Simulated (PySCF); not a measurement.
**A small calculation by hand: chemical shift, span and skew from a shielding tensor**

C2H6OSi2, SMILES C1=C[SiH2]O[SiH2]1. Atoms are numbered in the order given.

```xyz
11

C     -0.6747     0.0000     1.4006
C      0.6747     0.0000     1.4006
Si     1.4157     0.0000    -0.3282
O      0.0000     0.0000    -1.2272
Si    -1.4157     0.0000    -0.3282
H     -1.2419     0.0000     2.3402
H      1.2418     0.0000     2.3402
H      2.2360    -1.2120    -0.6199
H      2.2360     1.2120    -0.6199
H     -2.2360    -1.2120    -0.6199
H     -2.2360     1.2120    -0.6199
```
Charge 0, spin multiplicity 1.

Coordinates come from a PBE0-D3(BJ)/def2-SVP optimisation. The structure was generated by enumeration, and PubChem lists no compound with its InChIKey, so it may never have been made.

GIAO shieldings from KT2/pcSseg-1 (PySCF), non-relativistic, no solvent. The symmetric part of the tensor of Si3 has the principal values 305.9, 339.5, 454.1 ppm. The same nucleus in TMS has σ = 361.9 ppm at this level (PySCF, at its B3LYP-D3(BJ)/def2-TZVP geometry).

**Question.** Work out the isotropic shielding, the ²⁹Si shift against TMS, the span and the skew.

**Answer.** 
σ(iso) = (σ11 + σ22 + σ33)/3 = 366.5 ppm. δ = σ(ref) − σ(iso) = 361.9 − (366.5) = -4.6 ppm.
Span Ω = σ33 − σ11 = 148.2 ppm. Skew κ = 3(σ(iso) − σ22)/Ω = 0.55. Tumbling in solution averages the tensor to δ; in a static solid the shielding alone would spread this spin-1/2 line over Ω.
